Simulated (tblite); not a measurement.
Isomers of C5H16N2Si2. Computed values, GFN2-xTB/tblite, gas phase, harmonic and unscaled. Against measured fundamentals such values can be off by several per cent, at times by over 20. Modes of hydrogen on silicon can be 10 to 20 % off. One conformer each.

Electronic energies: GFN2-xTB at the same geometries; isomer energies are rough at this level and their order can be wrong.

| SMILES | electronic energy, lowest = 0 (kcal/mol) |
| --- | --- |
| N[SiH2]C[SiH2]N1CCCC1 | 16.3 |
| CCC(C)(C)[SiH]1N[SiH2]N1 | 0.0 |
| CN(CC1CC1)[SiH2]N[SiH3] | 11.2 |
| CCC[Si@H]1N[Si@@H](CC)N1 | 8.6 |
| N[Si@@H](C[SiH3])N1CCCC1 | 16.6 |
| CC[C@@H]1C[Si@@H](NC)N[SiH2]1 | 6.6 |
| C[C@@H]1C[SiH2]N[Si@H]1N(C)C | 4.6 |
| CN(C)[Si@@H]1CCC[Si@H]1N | 33.7 |
| CCC[Si@H]1N[Si@H](CC)N1 | 8.9 |

Problem. How do GFN2-xTB zero-point energies change the relative energies?

Solution. 
| SMILES | ZPE (kcal/mol) | of it from modes above 1550 cm⁻¹ | electronic (kcal/mol) | with ZPE, lowest = 0 (kcal/mol) | lowest mode (cm⁻¹) | rings |
| --- | --- | --- | --- | --- | --- | --- |
| CCC(C)(C)[SiH]1N[SiH2]N1 | 128.3 | 67.0 | 0.0 | 0.0 | 45 | 1 |
| C[C@@H]1C[SiH2]N[Si@H]1N(C)C | 128.4 | 65.3 | 4.6 | 4.8 | 39 | 1 |
| CC[C@@H]1C[Si@@H](NC)N[SiH2]1 | 128.8 | 66.1 | 6.6 | 7.1 | 37 | 1 |
| CCC[Si@H]1N[Si@@H](CC)N1 | 129.8 | 68.0 | 8.6 | 10.1 | 29 | 1 |
| CCC[Si@H]1N[Si@H](CC)N1 | 129.5 | 68.0 | 8.9 | 10.1 | 26 | 1 |
| CN(CC1CC1)[SiH2]N[SiH3] | 124.7 | 64.0 | 11.2 | 7.6 | 21 | 1 |
| N[SiH2]C[SiH2]N1CCCC1 | 127.2 | 65.1 | 16.3 | 15.2 | 22 | 1 |
| N[Si@@H](C[SiH3])N1CCCC1 | 127.3 | 65.3 | 16.6 | 15.6 | 35 | 1 |
| CN(C)[Si@@H]1CCC[Si@H]1N | 129.6 | 66.6 | 33.7 | 35.0 | 48 | 1 |

The zero-point energies span 5.1 kcal/mol, from `CN(CC1CC1)[SiH2]N[SiH3]` to `CCC[Si@H]1N[Si@@H](CC)N1`. The lowest isomer stays, but the order above it changes.

Problem. What do entropy and thermal enthalpy add at 298.15 K and 1 bar (rigid rotor, harmonic oscillator, one conformer each)?

Solution. 
```
                       SMILES  point group  symmetry number  S (cal/(mol K))  H − H(0) (kcal/mol)  ZPE + H − H(0) − TS (kcal/mol)
     CCC(C)(C)[SiH]1N[SiH2]N1           C1                1            113.6                 9.17                           103.6
 C[C@@H]1C[SiH2]N[Si@H]1N(C)C           C1                1            111.5                 8.82                           104.0
CC[C@@H]1C[Si@@H](NC)N[SiH2]1           C1                1            112.9                 8.85                           104.0
     CCC[Si@H]1N[Si@@H](CC)N1           C1                1            119.1                 9.32                           103.6
      CCC[Si@H]1N[Si@H](CC)N1           C1                1            121.4                 9.53                           102.8
     N[Si@@H](C[SiH3])N1CCCC1           C1                1            115.0                 8.81                           101.8
     CN(C)[Si@@H]1CCC[Si@H]1N           C1                1            112.4                 8.94                           105.0
```

Not tabulated: `CN(CC1CC1)[SiH2]N[SiH3]` (lowest mode only 21 cm⁻¹); `N[SiH2]C[SiH2]N1CCCC1` (lowest mode only 22 cm⁻¹).
